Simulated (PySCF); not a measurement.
Basis and Hamiltonian dependence of the excitation energy of Cd

Cd [Kr] 4d10 5s2 (1S) → Cd [Kr] 4d9 5s2 6s1 (3D). Calculated with PySCF 2.14 from differences of total energies of unrestricted determinants, without spin-orbit coupling. Values in eV.

```json
{"basis": "aug-cc-pVDZ-PP with ECP28MDF", "Hamiltonian": "ECP", "functions": "54", "UHF": "14.044", "LDA": "15.442", "PBE0": "15.083", "MP2 (valence)": "15.644", "CCSD(T) (valence)": "15.415", "CCSD(T) (valence and next inner shell)": "n/a"}
{"basis": "def2-TZVPPD with the def2 core potential (28 electrons)", "Hamiltonian": "ECP", "functions": "56", "UHF": "15.806", "LDA": "16.496", "PBE0": "16.327", "MP2 (valence)": "16.982", "CCSD(T) (valence)": "16.778", "CCSD(T) (valence and next inner shell)": "16.460"}
{"basis": "ANO-RCC-VTZP", "Hamiltonian": "spin-free X2C", "functions": "68", "UHF": "15.773", "LDA": "16.730", "PBE0": "16.481", "MP2 (valence)": "16.868", "CCSD(T) (valence)": "16.703", "CCSD(T) (valence and next inner shell)": "16.517"}
{"basis": "aug-cc-pwCVDZ-PP with ECP28MDF", "Hamiltonian": "ECP", "functions": "70", "UHF": "13.753", "LDA": "15.106", "PBE0": "14.763", "MP2 (valence)": "15.368", "CCSD(T) (valence)": "15.119", "CCSD(T) (valence and next inner shell)": "14.771"}
{"basis": "aug-cc-pVTZ-PP with ECP28MDF", "Hamiltonian": "ECP", "functions": "88", "UHF": "13.719", "LDA": "15.063", "PBE0": "14.721", "MP2 (valence)": "15.408", "CCSD(T) (valence)": "15.176", "CCSD(T) (valence and next inner shell)": "n/a"}
{"basis": "def2-QZVPPD with the def2 core potential (28 electrons)", "Hamiltonian": "ECP", "functions": "88", "UHF": "14.244", "LDA": "15.381", "PBE0": "15.050", "MP2 (valence)": "15.824", "CCSD(T) (valence)": "15.592", "CCSD(T) (valence and next inner shell)": "n/a"}
{"basis": "x2c-TZVPPall with one added diffuse shell each of s, p, d, f type", "Hamiltonian": "spin-free X2C", "functions": "95", "UHF": "13.754", "LDA": "15.365", "PBE0": "14.934", "MP2 (valence)": "15.431", "CCSD(T) (valence)": "n/a", "CCSD(T) (valence and next inner shell)": "n/a"}
{"basis": "aug-cc-pVTZ-PP with one added diffuse shell each of s, p, d, f, g type with ECP28MDF", "Hamiltonian": "ECP", "functions": "113", "UHF": "13.708", "LDA": "15.058", "PBE0": "14.716", "MP2 (valence)": "15.423", "CCSD(T) (valence)": "n/a", "CCSD(T) (valence and next inner shell)": "n/a"}
{"basis": "aug-cc-pwCVTZ-PP with ECP28MDF", "Hamiltonian": "ECP", "functions": "122", "UHF": "13.662", "LDA": "15.007", "PBE0": "14.669", "MP2 (valence)": "15.369", "CCSD(T) (valence)": "n/a", "CCSD(T) (valence and next inner shell)": "n/a"}
```

Frozen in the all-electron rows: valence and next inner shell: [Ar] 3d10; valence: [Kr]; with a core potential, the same shells as far as they lie outside it.

At UHF, def2-TZVPPD with the def2 core potential (28 electrons), ANO-RCC-VTZP, def2-QZVPPD with the def2 core potential (28 electrons) lie more than 0.3 eV from the median of the rows with comparable relativity. Of these, def2-TZVPPD with the def2 core potential (28 electrons), ANO-RCC-VTZP, def2-QZVPPD with the def2 core potential (28 electrons) have no diffuse functions of the l that the added or promoted electron needs.

The upper state lies above the first ionisation limit, where it may autoionise and the basis confines it. A Rydberg-like electron needs more diffuse functions than a valence basis has.
